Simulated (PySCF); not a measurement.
## Arsenic: a sound run and one with changed settings

Sound run: As [Ar] 3d10 4s2 4p3, As⁺ [Ar] 3d10 4s2 4p2. Calculation: PySCF 2.14, in 6-31G*; no relativity, point nucleus. In the sound run the correlated levels freeze [Ar] 3d10. The sound run starts from symmetry-adapted Hartree-Fock orbitals and uses a fine grid where one is needed.

Changed run: scalar relativity by spin-free X2C-1e. This setting is unsound on purpose.

| species | method | sound run (hartree) | changed run (hartree) | converged |
| --- | --- | --- | --- | --- |
| As | UHF | -2233.90227 | -2253.32680 | yes |
| As | PBE | -2235.18505 | -2254.60801 | yes |
| As | M06-L | -2235.44591 | -2254.87060 | yes |
| As | MP2 | -2233.95572 | -2253.38005 | yes |
| As | CCSD(T) | -2233.97109 | -2253.39522 | yes |
| As⁺ | UHF | -2233.55463 | -2252.97848 | yes |
| As⁺ | PBE | -2234.82004 | -2254.24217 | yes |
| As⁺ | M06-L | -2235.09242 | -2254.51683 | yes |
| As⁺ | MP2 | -2233.59668 | -2253.02031 | yes |
| As⁺ | CCSD(T) | -2233.61398 | -2253.03730 | yes |

Ionisation energy of As:

```tsv
method	sound run (eV)	changed run (eV)
UHF	9.460	9.478
PBE	9.932	9.955
M06-L	9.619	9.627
MP2	9.770	9.789
SCS-MP2	9.657	9.676
CCSD	9.714	9.736
CCSD(T)	9.718	9.739
```

Most of the change in total energy is the relativistic energy itself. On top of that the contraction fixes the core shape for the Hamiltonian it was made with, so the changed run is not a good calculation with the other Hamiltonian either.

For comparison, NIST gives 9.789 eV between the lowest levels.
